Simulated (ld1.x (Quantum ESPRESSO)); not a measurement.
**N, TM: configuration errors across variants**

```json
{
 "Element": "N (Z = 7)",
 "Generator": "ld1.x (Quantum ESPRESSO) 7.5",
 "Type": "norm-conserving Troullier–Martins (Kleinman–Bylander form)",
 "Functional": "LDA (PZ)",
 "Relativity": "scalar-relativistic",
 "Frozen core": "[He]",
 "Valence charge": "5",
 "Reference configuration": "2s2 2p2.75 (charge +0.25)",
 "Partial waves": "2s (bound): rc 1.00 bohr; 3d channel at 0.15 Ry: rc 1.30 bohr; 2p (bound): rc 1.25 bohr",
 "Local potential": "the p channel",
 "Core correction": "none"
}
```

All-electron excitation energies from the reference (eV): (1) 2s2 2p3 -2.187; (2) 2s2 2p2 11.545; (3) 2s2 2p1 40.515; (4) 2s2 2p0 87.680; (5) 2s2 2p2.5 2.980; (6) 2s1 2p3 22.998; (7) 2s1 2p4 9.017; (8) 2s2 2p2.75 spin -2.607; (9) 2s2 2p3 spin -5.079.

Spin tests fill each open shell by Hund’s rule, majority spin first.

2 further variants failed, have other tests or another functional or relativity, and are left out.

Errors AE − PS in meV (a dash: test not solved or not reliable):

```csv
change,(1),(2),(3),(4),(5),(6),(7),(8),(9),bound ghosts
base,+0.1,+3.2,+66,+399,0.0,+1.7,+15,+271,+290,none
wave 3d channel at 0.15 Ry: rc 1.30 bohr becomes 3d channel at 3.55 Ry: rc 1.30 bohr,+0.1,+3.2,+66,+399,0.0,+1.7,+15,+271,+290,none
wave 2p (bound): rc 1.25 bohr becomes 2p (bound): rc 1.16 bohr,+0.2,+3.1,+59,+352,+0.1,+4.5,+14,+278,+297,none
wave 2s (bound): rc 1.00 bohr becomes 2s (bound): rc 0.76 bohr,+0.1,+3.1,+65,+396,0.0,+2.3,+15,+272,+291,none
wave 3d channel at 0.15 Ry: rc 1.30 bohr becomes 3d channel at 0.15 Ry: rc 1.76 bohr,+0.1,+3.2,+66,+399,0.0,+1.7,+15,+271,+290,none
"all radii scaled by about 0.75 (s 0.76, p 0.94, d 0.98 bohr)",+0.2,+3.0,+48,+283,+0.1,+8.7,+12,+288,+307,none
local potential all-electron potential smoothed inside 0.90 bohr (lloc = -1),+0.3,+5.5,+80,+425,+0.2,+4.0,+15,+272,+291,none
wave 2p (bound): rc 1.25 bohr becomes 2p (bound): rc 1.02 bohr,+0.2,+3.0,+52,+306,+0.1,+7.1,+13,+285,+304,none
core correction a·sin(br)/r model core inside 0.78 bohr,+0.1,+2.7,+59,+354,0.0,+1.3,+14,+217,+233,none
```

Q: Give the same row for: type ultrasoft; waves now 2s (bound): rcut 0.85, rcutus 1.00 bohr; 2s channel at 0.8 Ry: rcut 0.85, rcutus 1.00 bohr; 2p (bound): rcut 1.10, rcutus 1.25 bohr; 2p channel at 0.05 Ry: rcut 1.10, rcutus 1.25 bohr; 3d channel at 0.15 Ry: rcut 1.15, rcutus 1.30 bohr; local potential all-electron potential smoothed inside 1.20 bohr (lloc = -1); augmentation PSQ, radius 0.90 bohr.

A: +0.3, +3.3, +44, +243, +0.1, +7.6, +13, +280, +298; bound ghosts: none.
